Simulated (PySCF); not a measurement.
# One molecule, several mistakes: B2CH6N

These are calculations, not measurements. They come from PySCF 2.14.0, an open-source quantum chemistry program, on an isolated molecule that a program drew, which may never have been made. The molecule is B2CH6N (charge 0, doublet), drawn as the SMILES string `[BH]NBC`.

Each row is a Hartree-Fock (HF) and frozen-core CCSD(T) single point in the cc-pVDZ basis, meant for a local HF minimum. Run 1 is clean. Each other run has one planted mistake out of seven kinds, and not every kind appears here: one electron removed, one electron added, multiplicity raised by two, geometry at a saddle point, minimal basis STO-3G, one bond length entered in bohr, all coordinates scaled. The reference is restricted for singlets and unrestricted otherwise, and also for a bond in bohr. Adding or removing an electron swaps singlet and doublet. Electrons count all cores. HOMO and LUMO are orbital energies over both spins, the gradient is its largest component, and the lowest frequency (negative if imaginary) is given only where the gradient is small. Bond lengths are over the 9 bonds as drawn. T1 is the CCSD diagnostic: over 0.02 (restricted) or 0.045 (unrestricted) a single reference is doubtful.

Geometry of the clean run:
```xyz
10
B2CH6N, angstrom
B     2.2481   -1.9589   -0.7425
N     1.8118   -1.1041    0.2860
B     1.0042    0.0667    0.1365
C     0.5722    0.9556    1.3675
H     2.9270   -2.9324   -0.5629
H     2.0960   -1.3393    1.2210
H     0.6582    0.3582   -0.9757
H    -0.5210    1.0144    1.4175
H     0.9202    1.9846    1.2232
H     0.9401    0.6028    2.3352
```

| run | electrons | basis functions | <S^2> | HOMO (eV) | LUMO (eV) | gradient (hartree/bohr) | lowest frequency (cm^-1) | mean bond (Å) | longest bond (Å) | T1 | HF (hartree) | CCSD(T) (hartree) | mistake |
|---|---|---|---|---|---|---|---|---|---|---|---|---|---|
| 1 | 29 | 86 | 0.754 | -9.01 | 2.65 | 1.6e-05 | 106 | 1.2341 | 1.579 | 0.0118 | -145.20459 | -145.72188 | no fault |
| 2 | 29 | 86 | 3.815 | -5.20 | -2.74 | 9.0e-02 | - | 1.2341 | 1.579 | 0.0274 | -144.95841 | -145.48369 | multiplicity raised by two |
| 3 | 29 | 26 | 0.754 | -7.45 | 6.72 | 2.3e-02 | - | 1.2341 | 1.579 | 0.0135 | -143.39284 | -143.60890 | minimal basis STO-3G |
| 4 | 28 | 86 | 0.000 | -17.33 | -6.55 | 1.3e-01 | - | 1.2341 | 1.579 | 0.0147 | -144.91859 | -145.42993 | one electron removed |
| 5 | 29 | 86 | 0.755 | -9.35 | 2.30 | 5.6e-02 | - | 1.3316 | 1.703 | 0.0142 | -145.15598 | -145.68881 | ? |

**Which mistake was planted in run 5, and what did it cost?**

The mean and the longest bond both change by the same factor, 1.079, and the gradient is no longer small. So the mistake is: all coordinates scaled. Subtracting run 1 and multiplying by 627.51 kcal/mol a hartree, the energy moved by 30.5 kcal/mol in HF and 20.8 kcal/mol in CCSD(T).

